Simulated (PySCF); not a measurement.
HF3SSn, SMILES [F][Sn]([F])([F])[SH], singlet at its CAM-B3LYP/def2-SVP optimised geometry (Å):

```
6

F     -1.2247     0.9151     0.0000
Sn    -0.6862    -0.9151     0.0000
F      1.2247    -0.9151     0.0000
F     -1.2305    -1.5465    -1.7156
S     -1.4721    -2.1978     1.8261
H     -0.1983    -2.4343     2.2142
```

Computed with PySCF with CAM-B3LYP/def2-TZVP, def2 effective core potentials past Kr. The core electrons that the potentials of Sn replace are not part of the density. Cells within 0.4 Å of a nucleus heavier than hydrogen are left out (blank, or x).

Map of the deformation density (molecule minus spherical neutral atoms) (e/bohr³) on the plane z = 0.0 Å:

```
|333333333333333333333333333|
|333333333333333333333333333|
|333333333333333333333333333|
|333333333333333333333333333|
|333333333333333333333333333|
|333333334444433333333333333|
|333334433344433333333333333|
|333344333344443333333333333|
|333444433554443333333333333|
|33344447xx85443333333333333|
|33344459xx65433333333333333|
|33334456x065433333333333333|
|333334457765333334444433333|
|333333345543223344444443333|
|333333333222223455544443333|
|3333332233x4324667x43343333|
|3333322240xx62472xx43343333|
|3333322241xx62473xx43343333|
|333333223331324667843443333|
|333333333333323455544443333|
|333333333332223344444443333|
|333333333332223334444433333|
|333333333333333333333333333|
|333333333333333333333333333|
|333333333333333333333333333|
|333333333333333333333333333|
|333333333333333333333333333|
```
Scale: ten equal steps from -0.028 (start of '0') to 0.042 (end of '9'), in the order '0123456789'; x runs from -3.50 to 3.50, y from -3.50 (bottom) to 3.50 (top).
